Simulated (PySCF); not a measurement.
ClMoO, SMILES [O]=[Mo][Cl] (connectivity only; charge and spin as stated), neutral, multiplicity 4.

Geometry: B3LYP-D3(BJ)/def2-TZVP. A frequency run showed that this geometry is not a minimum. The spin state was assumed, not searched. The def2 effective core potentials stand for the cores of Mo; spin–orbit coupling is left out.

All values below come from PySCF 2.14.0 with B3LYP-D3(BJ)/def2-TZVP.

Frequencies are harmonic and unscaled.

Modes within 1.5 cm⁻¹ of each other (mostly degenerate sets) share a row, with their intensities summed.

```tsv
mode	ν (cm⁻¹)	IR (km/mol)	moving atoms (share of kinetic energy)
1–2	133i	17.4	O 58 %, Mo 29 %, Cl 14 %
3	372	62.6	Cl 76 %, Mo 21 %
4	986	217.1	O 87 %, Mo 13 %
```
